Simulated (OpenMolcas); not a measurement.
**Computed transition rates of Kr2+**

* Program: OpenMolcas 26.06
* Method: MS-RASPT2, IPEA 0.25 Eh, imaginary shift 0.1 Eh (closed shells correlated: 3d)
* Basis: ANO-RCC [9s8p6d4f2g]
* Scalar Hamiltonian: DKH2, point nucleus
* Active space: 6 electrons in 9 orbitals (RAS2 4s 4p; RAS3 4d, at most 2 electrons)
* State averaging: 2S+1 = 3 even, 3 roots; 2S+1 = 1 even, 7 roots; 2S+1 = 3 odd, 3 roots; 2S+1 = 1 odd, 3 roots
* Spin-orbit coupling: state interaction with AMFI integrals over the reference wave functions, term energies averaged over their components

Rates come from the transition moments of the reference wave functions (E1 and E2 in the length form). At fixed line strength A goes as λ^-3 for E1 and M1 and as λ^-5 for E2, so a rate at the computed wavelength can be rescaled to the measured one. Measured vacuum wavelengths follow from level energies in Saloman, J. Phys. Chem. Ref. Data 36, 215 (2007). Branching counts decays inside the model space alone, at computed energies, and the table is only a selection of the E2 and M1 lines, drawn from those between levels with measured partners whose computed energy lies within a factor of 1.5 of the measured one.

| Upper | Lower | Type | λ computed (nm) | λ measured (nm) | A computed (s-1) | A rescaled (s-1) | Branching % |
| --- | --- | --- | --- | --- | --- | --- | --- |
| 4s2 4p4 3P0 | 4s2 4p4 3P1 | M1 | 11770 | 13080 | 3.21e-02 | 2.34e-02 | 95.4 |
| 4s2 4p4 3P1 | 4s2 4p4 3P2 | M1 | 2448 | 2199 | 1.49e+00 | 2.06e+00 | 100.0 |
| 4s2 4p4 3P0 | 4s2 4p4 3P2 | E2 | 2026 | 1882 | 1.55e-03 | 2.24e-03 | 4.6 |
| 4s2 4p4 1D2 | 4s2 4p4 3P1 | M1 | 951.2 | 990.5 | 5.02e-01 |  | 11.3 |
| 4s2 4p4 1D2 | 4s2 4p4 3P2 | M1 | 685 | 682.9 | 3.90e+00 |  | 87.9 |
| 4s2 4p4 1D2 | 4s2 4p4 3P2 | E2 | 685 | 682.9 | 3.21e-02 |  | 0.7 |
| 4s2 4p4 1S0 | 4s2 4p4 1D2 | E2 | 546.1 | 542.4 | 3.90e+00 | 4.03e+00 | 8.0 |
| 4s2 4p4 1S0 | 4s2 4p4 3P1 | M1 | 346.9 | 350.5 | 4.45e+01 |  | 90.9 |
| 4s2 4p4 1S0 | 4s2 4p4 3P2 | E2 | 303.9 | 302.3 | 5.30e-01 |  | 1.1 |

Spin-changing lines and M1 lines between different terms are not rescaled, since their strength hangs on the term gaps too.

The largest correction is for 4s2 4p4 3P0 → 4s2 4p4 3P2 (E2): 1.55e-03 × (2026 / 1882)^5 = 2.24e-03 s-1, a factor of 1.45.

No measured rate stands beside these. Rescaling mends the energy factor alone: line strengths can still be far off where a level mixes with configurations outside the active space, and weak or spin-changing lines hang on small mixing coefficients that depend on the term gaps too, so rescaling need not improve them.

CASPT2 breaks the degeneracy within a term, and the mean is taken; among the terms shown or strongly mixed into the levels shown the widest spread is 37 cm-1 (4s2 4p4 1D). The run also gave levels led by 4s2 4p3 4d, which use shells meant for correlation; these and all levels above them are left out. Measured partners are found by configuration, term and J. A level has none where our copy of the source lacks it or the pairing is in doubt (some pairs that miss far off the trend of their configuration count as doubtful). Only configurations of the active space appear.
